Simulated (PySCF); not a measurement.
## Diatomic cations of Br with the third period

HF with double-zeta basis sets in PySCF, for the lowest determinant that a PBE0 search found; no spin–orbit coupling. De refers to high-spin ground-configuration atoms (the charge goes to the atom of lower measured ionisation energy or higher electron affinity, which is not always the lowest computed limit). A positive dipole points towards Br; it is taken about the centre of mass and depends on that origin.

| M | basis | reference | charged atom | state (unpaired electrons) | Re (Å) | ωe (cm⁻¹) | De (eV) | μ (D) |
| --- | --- | --- | --- | --- | --- | --- | --- | --- |
| Na | def2-SVP | UHF | Na+ | doublet (π ↑) | 3.031 | 123 | 0.34 | -9.96 |
| Mg | x2c-SVPall | RHF | Mg+ | singlet (closed shell) | 2.284 | 445 | 1.53 | -12.98 |
| Al | pcseg-1 | UHF | Al+ | doublet (σ ↑) | 2.184 | 481 | 0.93 | -7.92 |
| Si | def2-SVP | RHF | Si+ | singlet (closed shell) | 2.111 | 551 | 3.06 | -5.35 |
| Cl | cc-pVDZ-PP/cc-pV(D+d)Z | UHF | Br+ | doublet (π ↑) | 2.049 | 489 | 0.74 | 0.43 |

The shortest bond is that of BrCl⁺ (2.049 Å), the longest that of NaBr⁺ (3.031 Å). SiBr⁺ is bound most strongly (3.06 eV) and NaBr⁺ least (0.34 eV).

The rows differ in basis set, which adds steps of its own.

The state changes along the series, so neighbouring rows are not always alike in their bonding.

Spin–orbit coupling is left out. For an ion De counts to the pair picked by the measured ionisation energies or electron affinities, which need not be the lowest pair at this level. Where the molecule has an RHF reference, its open-shell atoms are computed with UHF. Hartree–Fock leaves out correlation, which carries a large part of most bond energies and some tenths to 1 eV of ionisation energies. States were picked by a PBE0 search and need not be the measured ground states.
